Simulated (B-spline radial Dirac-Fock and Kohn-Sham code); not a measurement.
**Dipole and non-dipole photoemission parameters of La 5p3/2**

System: atomic lanthanum, [Xe] 5d1 6s2; threshold 24.99 eV (orbital energy of the model). The computed values come from an atomic code on a B-spline grid: Dirac-Hartree-Slater photoionisation with a Latter tail; cross sections with all multipoles, angular parameters from the dipole term and its interference with E2.

The run's input, task.json:

```json
{"items": [{
  "Z": 57,
  "q": 0,
  "cfg": [[1, 0, 2], [2, 0, 2], [2, 1, 6], [3, 0, 2], [3, 1, 6], [3, 2, 10], [4, 0, 2], [4, 1, 6], [4, 2, 10], [5, 0, 2], [5, 1, 6], [5, 2, 1], [6, 0, 2]],
  "A": 139,
  "rrms": 4.855,
  "do": "xps",
  "hv": [53.3, 80, 84.8, 88.5, 103.0, 141.0, 145.0, 300, 330.0, 400, 411.0, 531.0, 800, 1000, 1010.0, 1530.0, 1890.0, 1920.0, 1950.0, 2530.0, 2900.0, 3420.0, 4000, 4560.0, 5414.7, 7210.0, 8047.8, 8280.0, 10900.0, 11600.0],
  "edges": {"K": 38925.0, "L1": 6266.0, "L2": 5891.0, "L3": 5483.0, "M1": 1362.0, "M2": 1209.0, "M3": 1128.0, "M4": 853.0, "M5": 836.0, "N1": 274.7, "N2": 205.8, "N3": 196.0, "N4": 105.3, "N5": 102.5}
}]}
```

Launch: `python xray2_run.py task.json out`

For linearly polarised light dσ/dΩ = σ/(4π) [1 + β P₂(cos θ) + (δ + γ cos²θ) sin θ cos φ], with θ from the polarisation vector and φ the angle between the beam and the projection of the electron momentum on the plane normal to the polarisation.

```tsv
hν (eV)	σ (kb)	β	γ	δ
53.3	792	0.870	0.306	-0.031
80	307	-0.118	0.128	-0.014
84.8	280	-0.161	0.085	-0.008
88.5	263	-0.175	0.056	-0.004
103	216	-0.125	-0.025	0.011
141	155	0.251	-0.049	0.028
145	151	0.291	-0.043	0.028
300	68.6	1.135	0.189	0.017
330	61.2	1.211	0.207	0.015
400	48.0	1.343	0.221	0.009
411	46.3	1.360	0.221	0.009
531	32.8	1.493	0.197	0.004
800	17.9	1.635	0.097	0.000
1000	12.5	1.684	0.035	0.000
1010	?	?	?	?
1530	5.92	1.732	-0.032	0.001
1890	3.96	1.738	-0.022	0.002
1920	3.84	1.737	-0.019	0.002
1950	3.73	1.737	-0.017	0.002
2530	2.21	1.728	0.055	0.004
2900	1.66	1.717	0.117	0.005
3420	1.17	1.699	0.212	0.007
4000	0.826	1.677	0.325	0.009
4560	0.613	1.655	0.435	0.012
5414.7	0.409	1.621	0.598	0.016
7210	0.202	1.552	0.908	0.028
8047.8	0.153	1.521	1.037	0.034
8280	0.142	1.513	1.072	0.035
10900	0.0683	1.426	1.415	0.057
11600	0.0576	1.405	1.495	0.063
```

Q: Give the values at 1010 eV.

A: σ = 12.3 kb, β = 1.686, γ = 0.033, δ = 0.000.
